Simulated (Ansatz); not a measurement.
Species: [Mo(F)6] (charge 0, multiplicity 1), formula F6Mo.

Problem. How many basis functions does frozen-core CCSD(T)/def2-TZVPP // BP86-D3(BJ)/def2-SVP (Ansatz, an electronic-structure program) use, how many core orbitals are frozen, and how many electrons are correlated?

Solution. 242 basis functions and 6 frozen orbitals, which leaves 56 correlated electrons. Core time is of the order of minutes.
